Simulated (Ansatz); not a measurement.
Input file for Ansatz (a quantum-chemistry and plane-wave program): U-wB97X-V/def2-TZVPP on TaSn, 2S+1 = 4, a spin state set in the input, which need not be the lowest, a point of a bond scan (R = 2.643 Å). Elements past Kr take the def2 small-core potentials; no spin–orbit coupling.

Ansatz 0.2 input:
```yaml
crystal:
  periodic: [false, false, false]
  atoms:
    - {symbol: Ta, position_ang: [0.00000000, 0.00000000, 0.00000000]}
    - {symbol: Sn, position_ang: [0.00000000, 0.00000000, 2.64293600]}
basis:
  gaussian:
    orbitals: def2-TZVPP
    pivot_positions_ang: [[0.00000000, 0.00000000, 0.00000000], [0.00000000, 0.00000000, 2.64293600]]
hamiltonian:
  xc: {name: wB97X-V}
magnetization: {spin_polarized: true, initial_magnetization: 3}
output: {forces: true, orbitals: {seedname: ./end}}
```

Output:

```
WARN ansatz: RAYON_NUM_THREADS=1 ignored (pool sized by the plan → 1); use --threads N
Functional definition: wB97X-V
integrals: 0.05 GiB planned
791 factors; their error is unknown
integrals: 0.09 GiB planned
200 factors; integrals over basis functions are off by at most 2.5e-5 eV
mean field: 0.69 GiB planned
mean field evaluation 1: about -7375.6911 eV, gradient 9.9e0 eV
mean field evaluation 2: about -7375.7867 eV, gradient 1.0e1 eV
mean field evaluation 4: about -7376.3089 eV, gradient 1.5e0 eV
mean field evaluation 8: about -7376.4079 eV, gradient 4.8e-1 eV
mean field evaluation 16: about -7376.5773 eV, gradient 7.0e-2 eV
mean field evaluation 32: about -7376.3799 eV, gradient 1.0e0 eV
mean field evaluation 64: about -7376.5550 eV, gradient 1.1e0 eV
mean field -7376.58159340 eV, -271.0843735308 hartree, gradient 4.5e-6 eV, S^2 4.220956; 5 other end points of the search recorded, 0 dependent functions left out
the calculation of the forces begins
reference -7376.58159234 eV, -271.0843734918 hartree; 19, 16 occupied and 87, 90 virtual orbitals, 791 factors
Total energy: -7376.58159234 eV, -271.0843734918 hartree
Atom 0 at     0.000000     0.000000     0.000000 Å, force     0.000000     0.000000     0.257265 eV/Å
Atom 1 at     0.000000     0.000000     2.642936 Å, force     0.000000    -0.000000    -0.257265 eV/Å
Dipole moment:    -0.000000    -0.000000    -0.547947 e Å
```

Self-consistency was reached. Its determinant has ⟨S²⟩ = 4.22, a mixture of spin states.

Cost: very roughly 60 core-seconds.
